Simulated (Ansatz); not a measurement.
Mulliken charges of CH$_{5}$ClOSn, SMILES `[CH3][SnH]([OH])[Cl]` from B3LYP/def2-TZVPP in Ansatz (PBE0-D4/def2-TZVP geometry).

```json
{"atom": "C1", "x (Å)": "0.239", "y (Å)": "1.232", "z (Å)": "-0.775", "charge (e)": "-0.573"}
{"atom": "Sn2", "x (Å)": "-0.040", "y (Å)": "-0.719", "z (Å)": "-0.011", "charge (e)": "1.060"}
{"atom": "O3", "x (Å)": "0.422", "y (Å)": "-0.594", "z (Å)": "1.887", "charge (e)": "-0.547"}
{"atom": "Cl4", "x (Å)": "-2.315", "y (Å)": "-1.256", "z (Å)": "-0.098", "charge (e)": "-0.404"}
{"atom": "H5", "x (Å)": "-0.077", "y (Å)": "1.272", "z (Å)": "-1.817", "charge (e)": "0.134"}
{"atom": "H6", "x (Å)": "-0.364", "y (Å)": "1.918", "z (Å)": "-0.182", "charge (e)": "0.145"}
{"atom": "H7", "x (Å)": "1.290", "y (Å)": "1.508", "z (Å)": "-0.697", "charge (e)": "0.134"}
{"atom": "H8", "x (Å)": "0.766", "y (Å)": "-2.043", "z (Å)": "-0.724", "charge (e)": "-0.128"}
{"atom": "H9", "x (Å)": "0.167", "y (Å)": "-1.364", "z (Å)": "2.401", "charge (e)": "0.180"}
```

By hand: the dipole of these point charges (1 e Å = 4.8032 D).

Σ q r = (0.567, 0.031, -0.399) e Å, of length 0.694 e Å = 3.33 D.

How does the dipole of the full density compare? (An estimate is asked.)

Ansatz gave: (0.383, 0.068, -0.239) e Å, 2.19 D; the point charges give 1.52 times that, at 7° from its direction.

Point charges leave out the atoms' own dipoles, such as those of lone pairs, and Mulliken's split depends on the basis, so the two needn't agree.

B3LYP here is the variant with VWN-RPA as its local correlation; programs differ in this.
